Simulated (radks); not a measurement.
Re3+, configuration [Kr] 4d10 4f14 5s2 5p5.75 5d4 5f0.25 (fractional occupations, a model configuration).

Method: Dirac Kohn-Sham, PW91, spin-unpolarised, spherical densities, finite nucleus; open shells fill j = l - 1/2 first; Fermi nuclear charge, rms radius 5.3698 fm; computed with a radial shooting solver on a logarithmic mesh with Libxc functionals.

Energy parts (eV):
part                       energy
total                  -454816.55
kinetic                 514073.46
electron-nucleus      -1135285.37
Hartree                 175473.51
exchange-correlation     -9078.16

Orbitals (lengths in bohr, moments of r in powers of bohr; r(max) is where P^2 peaks):
| orbital | occ. | eigenvalue (eV) | r(max) | <r^2> | <1/r> |
|---|---|---|---|---|---|
| 1s1/2 | 2 | -71570.41 | 0.01124 | 0.0004481 | 88.71 |
| 2s1/2 | 2 | -12427.50 | 0.06473 | 0.006819 | 21.63 |
| 2p1/2 | 2 | -11896.01 | 0.04802 | 0.004859 | 21.60 |
| 2p3/2 | 4 | -10455.99 | 0.05496 | 0.006056 | 18.04 |
| 3s1/2 | 2 | -2901.522 | 0.1822 | 0.04448 | 7.942 |
| 3p1/2 | 2 | -2663.557 | 0.1705 | 0.04075 | 7.859 |
| 3p3/2 | 4 | -2350.842 | 0.1847 | 0.04730 | 6.936 |
| 3d3/2 | 4 | -1949.960 | 0.1445 | 0.03659 | 6.831 |
| 3d5/2 | 6 | -1882.075 | 0.1484 | 0.03838 | 6.615 |
| 4s1/2 | 2 | -630.6903 | 0.4131 | 0.2193 | 3.342 |
| 4p1/2 | 2 | -531.2863 | 0.4125 | 0.2256 | 3.233 |
| 4p3/2 | 4 | -458.3087 | 0.4423 | 0.2604 | 2.912 |
| 4d3/2 | 4 | -294.8327 | 0.4381 | 0.2821 | 2.699 |
| 4d5/2 | 6 | -281.3478 | 0.4475 | 0.2951 | 2.623 |
| 5s1/2 | 2 | -116.6532 | 0.9374 | 1.196 | 1.311 |
| 5p1/2 | 2 | -86.3862 | 1.001 | 1.435 | 1.186 |
| 4f5/2 | 6 | -75.5653 | 0.4143 | 0.4099 | 2.183 |
| 5p3/2 | 3.75 | -75.1600 | 1.082 | 1.689 | 1.075 |
| 4f7/2 | 8 | -73.0476 | 0.4191 | 0.4228 | 2.151 |
| 5d3/2 | 4 | -35.1803 | 1.348 | 3.089 | 0.7892 |
| 5d5/2 | 0 | -34.0399 | 1.384 | 3.257 | 0.7664 |
| 6s1/2 | 0 | -30.3389 | 2.277 | 7.035 | 0.5115 |
| 6p1/2 | 0 | -23.4395 | 2.624 | 9.454 | 0.4390 |
| 6p3/2 | 0 | -21.8047 | 2.827 | 10.78 | 0.4089 |
| 6d3/2 | 0 | -13.4330 | 4.003 | 21.22 | 0.2970 |
| 6d5/2 | 0 | -13.2440 | 4.074 | 21.88 | 0.2928 |
| 5f5/2 | 0.25 | -10.7789 | 3.684 | 20.65 | 0.2824 |
| 5f7/2 | 0 | -10.7594 | 3.698 | 20.79 | 0.2814 |

The highest occupied level is 5f5/2 at -10.779 eV. The configuration is held as typed, so some empty levels lie below it. The electron density at the nucleus is 1.547e+06 e/bohr^3. The density falls to 0.001 e/bohr^3 at r = 3.55 bohr.
